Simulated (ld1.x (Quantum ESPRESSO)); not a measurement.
# Cu, ultrasoft: configuration errors across variants

- Element: copper
- Generator: ld1.x (Quantum ESPRESSO) 7.5
- Type: ultrasoft
- Functional: PBE
- Relativity: scalar-relativistic
- Frozen core: [Ne]
- Valence charge: 19
- Reference configuration: 3s2 3p6 3d10 4s0.5 4p0 (charge +0.5)
- Partial waves: 3s (bound): rcut 0.95, rcutus 1.00 bohr; 4s (bound): rcut 0.95, rcutus 1.00 bohr; 3p (bound): rcut 1.05, rcutus 1.20 bohr; 4p (bound, empty): rcut 1.05, rcutus 1.20 bohr; 3d (bound): rcut 1.10, rcutus 1.40 bohr; 3d channel at 0.7 Ry: rcut 1.10, rcutus 1.40 bohr
- Local potential: all-electron potential smoothed inside 1.10 bohr (lloc = -2)
- Core correction: Bessel-smoothed model core, default radius (core density twice the valence density)
- Augmentation charge: built from norm-conserving waves at rcut, not smoothed further

All-electron excitation energies from the reference (eV): (1) 3s2 3p6 3d10 4s1 4p0 -3.162; (2) 3s2 3p6 3d10 4s0 4p0 4.986; (3) 3s2 3p6 3d9 4s0 4p0 26.318; (4) 3s2 3p6 3d9 4s1 4p1 3.648; (5) 3s2 3p6 3d9 4s2 4p0 -1.192; (6) 3s2 3p5 3d10 4s1 4p0 76.373; (7) 3s2 3p6 3d8 4s0 4p0 65.338.

The default core radius of the base comes out at 0.33 bohr.

The overlap operator is not positive definite (basis up to 400 Ry) in “type PAW; local potential all-electron potential smoothed inside 0.80 bohr (lloc = -1); augmentation BESSEL, radius 0.75 bohr”. Such files are unfit for use, however small their errors in these radial tests.

1 further variants failed, have other tests or too few solved ones, and are left out.

The file “base” misses its own reference levels by 1.4 eV. The file “local potential all-electron potential smoothed inside 1.30 bohr (lloc = -1)” misses its own reference levels by 1.4 eV. The file “waves 3s (bound): rcut 0.95, rcutus 1.16 bohr; 4s (bound): rcut 0.95, rcutus 1.16 bohr” misses its own reference levels by 1.4 eV. The file “waves 3d (bound): rcut 0.86, rcutus 0.92 bohr; 3d channel at 0.7 Ry: rcut 0.86, rcutus 0.92 bohr” misses its own reference levels by 1.4 eV. The file “waves 3p (bound): rcut 1.05, rcutus 1.42 bohr; 4p (bound): rcut 1.05, rcutus 1.42 bohr” misses its own reference levels by 1.4 eV. The file “wave 3d channel at 0.7 Ry: rcut 1.10, rcutus 1.40 bohr becomes 3d channel at 0.54 Ry: rcut 1.10, rcutus 1.40 bohr” misses its own reference levels by 1.4 eV. The file “core correction Bessel-smoothed model core inside 0.96 bohr” misses its own reference levels by 1.6 eV.

Errors AE − PS in meV (a dash: test not solved or not reliable):

```tsv
change	(1)	(2)	(3)	(4)	(5)	(6)	(7)	bound ghosts
base	-580	+829	+832	-1796	-2813	-1585	+829	not determined
local potential all-electron potential smoothed inside 1.30 bohr (lloc = -1)	-594	+842	+838	-1799	-2833	-1588	+786	not determined
waves 3s (bound): rcut 0.95, rcutus 1.16 bohr; 4s (bound): rcut 0.95, rcutus 1.16 bohr	-595	+846	+844	-1805	-2851	-1596	+803	not determined
waves 3d (bound): rcut 0.86, rcutus 0.92 bohr; 3d channel at 0.7 Ry: rcut 0.86, rcutus 0.92 bohr	-580	+829	+831	-1798	-2816	-1566	+813	not determined
waves 3p (bound): rcut 1.05, rcutus 1.42 bohr; 4p (bound): rcut 1.05, rcutus 1.42 bohr	-580	+829	+820	-1807	-2827	-1609	+737	not determined
wave 3d channel at 0.7 Ry: rcut 1.10, rcutus 1.40 bohr becomes 3d channel at 0.54 Ry: rcut 1.10, rcutus 1.40 bohr	-580	+829	+832	-1796	-2813	-1587	+827	not determined
core correction Bessel-smoothed model core inside 0.96 bohr	-630	–	–	-1873	-2896	-1669	+879	not determined
type PAW; local potential all-electron potential smoothed inside 0.80 bohr (lloc = -1); augmentation BESSEL, radius 0.75 bohr	+0.4	-0.5	-1.2	+2.4	+1.6	-29	+3.8	not determined (overlap not positive)
```

Task: Give the same row for: local potential all-electron potential smoothed inside 1.00 bohr (lloc = -2).

Result: -578, +827, +825, -1799, -2812, -1601, +787; bound ghosts: not determined.
